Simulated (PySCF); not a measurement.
Start geometry of `[BH3-][P+](F)(F)F` from GFN2-xTB (Å):
```
atom  x, y, z in Å
B1     1.146   -0.189    0.029
P2    -0.729    0.105   -0.024
F3    -1.684   -0.711   -1.009
F4    -1.325    1.520   -0.383
F5    -1.638   -0.127    1.245
H6     1.246   -1.297    0.314
H7     1.530    0.583    0.850
H8     1.509    0.098   -1.073
```

Question: What comes out of this run: PySCF 2.14.0, PBE0-D3(BJ)/def2-SVP geometry optimisation, gas phase?

Answer: 
```
atom  x, y, z in Å
B1     1.097   -0.033    0.072
P2    -0.732    0.015   -0.060
F3    -1.420   -0.867   -1.163
F4    -1.407    1.399   -0.367
F5    -1.573   -0.424    1.191
H6     1.322   -1.204    0.312
H7     1.313    0.737    0.989
H8     1.452    0.357   -1.025
```

The energy falls by 5.6 kcal/mol over 13 energy and gradient evaluations, the largest force component goes from 0.0337 to 4.5e-04 Eh/bohr, and the atoms move by 0.087 Å rms after alignment. The bond that changes most is B1–H6 (four-coordinate boron to B–H hydrogen), which lengthens by 0.068 Å. Bonds longer at the end by more than 0.005 Å: 3 of 7; shorter: 4. Among the angles that change most is F3–P2–F5, from 94.4° to 99.6°. Rotational constants go from 4694, 3537, 3517 to 4438, 3721, 3714 MHz. The orientation of the end geometry is arbitrary; only internal coordinates are fixed.

The run used 89 basis functions and 77 SCF cycles in all.

Not checked by PBE0-D3(BJ)/def2-SVP frequencies.
